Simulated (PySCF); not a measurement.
Ionisation energy of Tl²⁺ by level of theory

Tl²⁺ [Xe] 4f14 5d10 6s1 (2S) → Tl³⁺ [Xe] 4f14 5d10 (1S), as a difference of total energies. Computed with PySCF 2.14 in x2c-TZVPPall (11s7p6d3f, 83 functions), with scalar relativity by spin-free X2C-1e. Correlated levels: valence and next inner shell: [Kr] 4d10 4f14 frozen. The calculations carry no spin-orbit coupling.

**Question.** Order these methods by the ionisation energy they give, lowest first.
A. SCS-MP2 (valence and next inner shell)
B. M06
C. MP2 (valence and next inner shell)
D. TPSS

**Answer.** A (29.555 eV), B (29.723 eV), C (29.800 eV), D (30.076 eV).

Errors of the correlated levels include the incompleteness of this basis and the frozen core.

For comparison: 29.852 eV (measured; NIST Atomic Spectra Database, ionization energies).
